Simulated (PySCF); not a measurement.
## SiPb⁻: one state, many levels of theory

State: ²Π (doublet), unpaired electrons π ↑. Set-up: basis Si def2-SVPD, Pb def2-SVPD with ECP60; scalar-relativistic core potentials; PySCF 2.14. De refers to Si⁻ + Pb in their high-spin ground configurations, without counterpoise correction. The functionals are run spin-unrestricted. A positive dipole points towards Pb; it is taken about the centre of mass and depends on that origin. Levels whose curve was spin-contaminated or gave no clean fit are not listed.

```tsv
Level	Re (Å)	ωe (cm⁻¹)	De (eV)	μ (D)	CPU s a point (SCF and correlation, without the integrals)
PBE	2.527	333	n/a	4.94	2.1
PBEsol	2.508	341	n/a	4.82	0.86
r²SCAN	2.502	350	n/a	4.94	2
PBE0	2.488	359	n/a	4.97	3.4
HSE06	2.496	356	n/a	4.94	1.8
MN15	2.459	371	n/a	4.37	2.1
M06-2X	2.465	371	n/a	4.96	2.4
```

(1) What does a quarter of exact exchange do here, going from PBE to PBE0?

(2) What does the step from GGA to meta-GGA do here, going from PBE to r²SCAN?

These are scalar-relativistic numbers at best; spin–orbit coupling would shift them, the dissociation energy most. The highest Kohn–Sham level is positive in this anion. Much of that is self-interaction error, but it also means that the finite basis helps to hold the extra electron. The state was picked by a PBE0 search and need not be the measured ground state.

The whole job (state search and all levels along the bond) took about 5.2 min on 1 thread of Arm Neoverse N1 (shared host), peak memory 0.82 GiB.

## Answers

(1) PBE0 less PBE: -3.9 pm in Re, +7.8 % in ωe. Exact exchange removes part of the self-interaction that spreads semilocal densities, and in most molecules shortens and stiffens the bond and lowers De; so it does here.

(2) r²SCAN less PBE: -2.5 pm in Re, +5.1 % in ωe.
